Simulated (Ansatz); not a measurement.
Coupled-cluster run, C₂H₅BrOSi (`BrC1CO[SiH2]1`).

```yaml
crystal:
  periodic: [false, false, false]
  atoms:
    - {symbol: Br, position_ang: [-2.283223, -0.282484, 0.960649]}
    - {symbol: C, position_ang: [-0.363767, -0.164469, 0.762257]}
    - {symbol: C, position_ang: [0.241855, -1.081074, -0.322805]}
    - {symbol: O, position_ang: [0.871711, -0.115920, -1.192988]}
    - {symbol: Si, position_ang: [0.326209, 1.204139, -0.333262]}
    - {symbol: H, position_ang: [0.061363, -0.306934, 1.751890]}
    - {symbol: H, position_ang: [-0.515496, -1.647279, -0.868489]}
    - {symbol: H, position_ang: [0.994335, -1.767527, 0.075076]}
    - {symbol: H, position_ang: [-0.662486, 2.051906, -1.043204]}
    - {symbol: H, position_ang: [1.412700, 2.058442, 0.213875]}
basis:
  gaussian: {orbitals: def2-TZVPP}
correlation: {method: ccsd_t}
```

```sh
$ ansatz run in.yaml --threads 4 --pin off --events-out ev --progress --plain --max-ram 10444MiB
```

The program prints (abridged):

```
Functional definition: HF
1541 factors; integrals over basis functions are off by at most 8.5e-4 eV
mean field evaluation 1: about -82037.1300 eV, gradient 3.6e1 eV
mean field evaluation 2: about -82037.4767 eV, gradient 3.6e1 eV
mean field evaluation 4: about -82040.5797 eV, gradient 4.5e0 eV
mean field evaluation 8: about -82040.6462 eV, gradient 2.7e-1 eV
mean field -82040.64656985 eV, -3014.9381522945 hartree, gradient 2.4e-6 eV, S^2 0.000000; 0 other end points of the search recorded, 0 dependent functions left out
17 core orbitals not correlated: weight in the atoms' cores, before any rotation towards them, 1.000 or more for the frozen orbitals, at most 0.000 for the correlated occupied ones
reference -82040.64656985 eV, -3014.9381522945 hartree; 20, 20 occupied and 216, 216 virtual orbitals, 1541 factors
second order -26.20832403 eV of doubles, -0.00000000 eV of singles
cycle   1  -26.34576391 eV  change   -1.4e-1 eV  update   1.1e-1
cycle   2  -27.00451256 eV  change   -6.6e-1 eV  update   3.2e-2
cycle   3  -27.13478788 eV  change   -1.3e-1 eV  update   1.5e-2
cycle   4  -27.12148419 eV  change    1.3e-2 eV  update   3.6e-3
cycle   5  -27.12028063 eV  change    1.2e-3 eV  update   1.8e-3
cycle   6  -27.12151629 eV  change   -1.2e-3 eV  update   5.9e-4
cycle   7  -27.12130873 eV  change    2.1e-4 eV  update   2.6e-4
cycle   8  -27.12122065 eV  change    8.8e-5 eV  update   8.3e-5
cycle   9  -27.12126111 eV  change   -4.0e-5 eV  update   3.2e-5
perturbative correction -1.08204642 eV, -0.0397644725 hartree
Total energy: -82068.84987738 eV, -3015.9746047291 hartree
```

It took 3.9 min on 4 threads of an Arm Neoverse V2 on a shared host, with 5.7 GiB of host memory at the peak.

The correlation energy is -28.203 eV, 3.8 % of it from (T); the T1 diagnostic reads 0.0100.
